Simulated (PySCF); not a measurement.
**Basis-set dependence of population analyses: `C[NH][AlH][Cl]`**

CH5AlClN.
Atom-mapped SMILES: `[CH3:1][NH:2][AlH:3][Cl:4]` (hydrogens: H5, H6, H7 on C1; H8 on N2; H9 on Al3)

PBE0 throughout (PySCF), one geometry, spherical d and f functions. The structure is a single PBE0-D3(BJ)/def2-SVP conformer in the gas phase; no vibrational or solvent corrections. Atoms taken as equivalent share a column and are averaged.

Mulliken charges (e):

```csv
basis,functions,C1,N2,Al3,Cl4,H5/H6/H7,H8,H9
STO-3G,33,-0.156,-0.521,+0.947,-0.463,+0.075,+0.169,-0.200
6-31G,54,-0.297,-0.942,+0.906,-0.391,+0.175,+0.347,-0.147
pcSseg-0,54,-0.398,-1.049,+1.151,-0.485,+0.225,+0.340,-0.235
6-31G*,74,-0.359,-0.720,+0.578,-0.304,+0.178,+0.351,-0.080
cc-pVDZ,89,+0.026,-0.401,+0.477,-0.259,+0.047,+0.114,-0.098
def2-SVP,89,+0.056,-0.515,+0.663,-0.318,+0.040,+0.151,-0.158
aug-cc-pVDZ,145,+0.757,-0.551,+0.747,-0.356,-0.177,-0.178,+0.111
"6-311+G(2d,p)",154,-0.294,-0.875,+1.018,-0.400,+0.138,+0.241,-0.105
def2-TZVP,166,-0.284,-0.411,+0.470,-0.287,+0.126,+0.222,-0.088
cc-pVTZ,198,-0.196,-0.222,+0.363,-0.250,+0.092,+0.134,-0.106
IGLO-III,208,-0.328,-0.478,+0.904,-0.409,+0.120,+0.191,-0.240
```

IAO charges (e):

```
        basis  functions      C1      N2     Al3     Cl4  H5/H6/H7      H8      H9
       STO-3G         33  -0.308  -0.655  +1.041  -0.389    +0.125  +0.195  -0.258
        6-31G         54  -0.310  -0.654  +0.784  -0.349    +0.144  +0.267  -0.169
     pcSseg-0         54  -0.295  -0.651  +0.805  -0.349    +0.138  +0.256  -0.180
       6-31G*         74  -0.283  -0.679  +0.864  -0.368    +0.134  +0.259  -0.195
      cc-pVDZ         89  -0.281  -0.674  +0.858  -0.363    +0.132  +0.260  -0.196
     def2-SVP         89  -0.272  -0.673  +0.869  -0.356    +0.128  +0.255  -0.207
  aug-cc-pVDZ        145  -0.291  -0.696  +0.877  -0.369    +0.137  +0.267  -0.198
6-311+G(2d,p)        154  -0.294  -0.709  +0.899  -0.372    +0.137  +0.268  -0.204
    def2-TZVP        166  -0.292  -0.709  +0.908  -0.374    +0.136  +0.266  -0.207
      cc-pVTZ        198  -0.293  -0.703  +0.900  -0.374    +0.136  +0.266  -0.204
     IGLO-III        208  -0.294  -0.712  +0.903  -0.368    +0.137  +0.268  -0.206
```

Hirshfeld charges (e):

```csv
basis,functions,C1,N2,Al3,Cl4,H5/H6/H7,H8,H9
STO-3G,33,+0.016,-0.305,+0.700,-0.379,+0.011,+0.087,-0.151
6-31G,54,-0.046,-0.295,+0.476,-0.234,+0.040,+0.114,-0.135
pcSseg-0,54,-0.053,-0.287,+0.502,-0.236,+0.038,+0.110,-0.149
6-31G*,74,-0.048,-0.291,+0.470,-0.224,+0.038,+0.118,-0.140
cc-pVDZ,89,-0.062,-0.282,+0.479,-0.215,+0.038,+0.114,-0.148
def2-SVP,89,-0.065,-0.288,+0.486,-0.208,+0.038,+0.114,-0.153
aug-cc-pVDZ,145,-0.076,-0.308,+0.510,-0.215,+0.042,+0.111,-0.147
"6-311+G(2d,p)",154,-0.070,-0.307,+0.509,-0.216,+0.040,+0.111,-0.147
def2-TZVP,166,-0.072,-0.303,+0.503,-0.214,+0.040,+0.114,-0.147
cc-pVTZ,198,-0.072,-0.300,+0.501,-0.216,+0.040,+0.113,-0.147
IGLO-III,208,-0.077,-0.307,+0.499,-0.202,+0.041,+0.111,-0.146
```

ESP-fitted charges (e):

```tsv
basis	functions	C1	N2	Al3	Cl4	H5/H6/H7	H8	H9
STO-3G	33	-0.232	-0.474	+0.947	-0.472	+0.084	+0.218	-0.238
6-31G	54	-0.006	-0.742	+0.862	-0.411	+0.058	+0.346	-0.221
pcSseg-0	54	-0.054	-0.741	+0.972	-0.439	+0.072	+0.329	-0.283
6-31G*	74	+0.044	-0.621	+0.674	-0.316	+0.036	+0.297	-0.186
cc-pVDZ	89	+0.126	-0.576	+0.605	-0.282	+0.012	+0.264	-0.173
def2-SVP	89	+0.131	-0.590	+0.671	-0.294	+0.009	+0.260	-0.205
aug-cc-pVDZ	145	+0.160	-0.628	+0.653	-0.291	+0.005	+0.271	-0.179
6-311+G(2d,p)	154	+0.127	-0.635	+0.659	-0.290	+0.014	+0.279	-0.183
def2-TZVP	166	+0.136	-0.618	+0.659	-0.288	+0.010	+0.271	-0.189
cc-pVTZ	198	+0.125	-0.601	+0.654	-0.290	+0.012	+0.263	-0.187
IGLO-III	208	+0.193	-0.606	+0.612	-0.262	-0.005	+0.255	-0.179
```

Some averages cover members that differ in this geometry, most widely: H5/H6/H7, Mulliken in aug-cc-pVDZ -0.252 to -0.136 e.

Problem. Which scheme is steadiest as the basis changes?

Solution. Largest range over the bases for any column: Hirshfeld 0.23 e, IAO 0.26 e, ESP-fitted 0.43 e, Mulliken 1.16 e. Hirshfeld charges move least and Mulliken charges most, counted in e. Without the minimal STO-3G basis the ranges are Hirshfeld 0.04, IAO 0.12, ESP-fitted 0.37, Mulliken 1.16 e.

Problem. How much do the charges still move between the two largest bases, cc-pVTZ and IGLO-III?

Solution. At most, over all atoms: Mulliken 0.541 e, IAO 0.008 e, Hirshfeld 0.014 e, ESP-fitted 0.069 e.

Problem. What do the same runs give for the total energy, the frontier levels and the dipole moment?

Solution. 
```csv
basis,energy (Eh),HOMO (eV),LUMO (eV),μ (D)
STO-3G,-789.1265,-4.03,4.52,3.04
6-31G,-798.1064,-7.06,-0.64,3.22
pcSseg-0,-797.1965,-7.12,-0.50,3.33
6-31G*,-798.1658,-6.95,-0.42,2.54
cc-pVDZ,-798.2093,-6.96,-0.43,2.32
def2-SVP,-797.9175,-6.96,-0.31,2.24
aug-cc-pVDZ,-798.2223,-7.10,-0.70,2.21
"6-311+G(2d,p)",-798.2574,-7.10,-0.67,2.18
def2-TZVP,-798.2685,-7.07,-0.52,2.13
cc-pVTZ,-798.2745,-7.05,-0.52,2.18
IGLO-III,-798.2648,-7.04,-0.46,1.97
```

The dipole is fixed by the density alone, so its range of 1.36 D shows that the density itself changes with the basis, not only its division among atoms.
